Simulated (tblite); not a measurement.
Species: C2HF6P3.
SMILES: `FC(F)(F)p1[pH]p1C(F)(F)F`

All values are computed: GFN2-xTB (tblite) harmonic vibrations without scaling, gas phase. The method is semi-empirical: single wavenumbers can be off by several per cent or more. Modes of hydrogen on phosphorus can be 10 to 20 % off.

Harmonic wavenumbers (cm⁻¹): 56.9, 59.0, 73.2, 95.2, 109.9, 152.1, 216.1, 241.1, 263.5, 279.9, 365.4, 396.7, 423.5, 430.2, 468.4, 471.1, 473.1, 478.4, 589.2, 659.8, 668.7, 705.3, 761.0, 1040.9, 1049.6, 1054.8, 1061.4, 1076.5, 1089.2, 2194.4.

A = 1069, B = 657.6, C = 530.0 MHz; mass 231.920 u (most abundant isotopes); point group C1, symmetry number 1.

**Question.** What is the zero-point energy?

**Answer.** ½Σν̃ = 8502 cm⁻¹ = 24.31 kcal/mol.

**Question.** Give the ideal-gas entropy at 350 K and 1 bar in the rigid-rotor, harmonic-oscillator model (classical rotation).

**Answer.** Translation 43.05, rotation 31.61, vibration 44.50: S = 119.2 cal/(mol K).

**Question.** And Cp and H(350 K) − H(0)?

**Answer.** Cp = 47.60 cal/(mol K), of which vibrations give 39.65 (their classical limit is 30 R = 59.6); H(350 K) − H(0) = 10.70 kcal/mol without the zero-point energy, 7.91 from vibrations.

**Question.** How do the functions run with temperature in this model?

**Answer.** 
| T (K) | S (cal/(mol K)) | Cp (cal/(mol K)) | H − H(0) (kcal/mol) | G − H(0) (kcal/mol) | ln q(vib) |
| --- | --- | --- | --- | --- | --- |
| 50 | 63.5 | 15.4 | 0.54 | -2.63 | 0.67 |
| 100 | 76.4 | 22.5 | 1.49 | -6.14 | 2.35 |
| 298.15 | 111.8 | 44.1 | 8.32 | -25.02 | 9.30 |
| 373.15 | 122.3 | 49.0 | 11.81 | -33.81 | 11.76 |
| 500 | 137.4 | 54.6 | 18.41 | -50.31 | 15.63 |
| 750 | 160.8 | 60.3 | 32.87 | -87.73 | 22.25 |
| 1000 | 178.6 | 63.0 | 48.33 | -130.25 | 27.77 |

q(vib) and H(0) count from the zero-point level.

**Question.** Which modes carry the vibrational entropy at 350 K?

**Answer.** 56.9 cm⁻¹: 4.88; 59.0 cm⁻¹: 4.81; 73.2 cm⁻¹: 4.38; 95.2 cm⁻¹: 3.86; 109.9 cm⁻¹: 3.58; 152.1 cm⁻¹: 2.95 cal/(mol K); the other 24 give 20.04 together.

Hindered rotation and anharmonicity are outside this model. The structure is chiral; the term R ln 2 for an equal mix with its mirror image is left out.

Conformer computed: `[F:1][C:2]([F:3])([F:4])[p:5]1[pH:6][p:7]1[C:8]([F:9])([F:10])[F:11]`: F1–C2–P5–P6 -19°, P6–P7–C8–F9 -142°.
